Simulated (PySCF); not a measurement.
All numbers come from PBE/[V def2-SVP, O def2-SVP, I def2-SVP with ECP28], scalar-relativistic core potentials, density fitting, no spin–orbit coupling, PySCF. Open shells, if any, are unrestricted.

Task: What shape and geometry does isolated singlet VO₂I take (every ligand bound to V)?

Result: Formally V is in oxidation state +5, d0. The polar-tensor charge on V, 1.56, is far below the formal one. The lowest minimum found is a singlet of Cs symmetry with V–I 2.556 Å, V–O 1.582 Å (×2); I–V–O 115.6° (×2), O–V–O 108.6°. Its harmonic wavenumbers are 141 (a'), 162 (a''), 252 (a'), 425 (a'), 1070 (a''), 1072 (a') cm⁻¹ and its dipole moment is 2.93 D.

This need not be the most stable arrangement of these atoms.
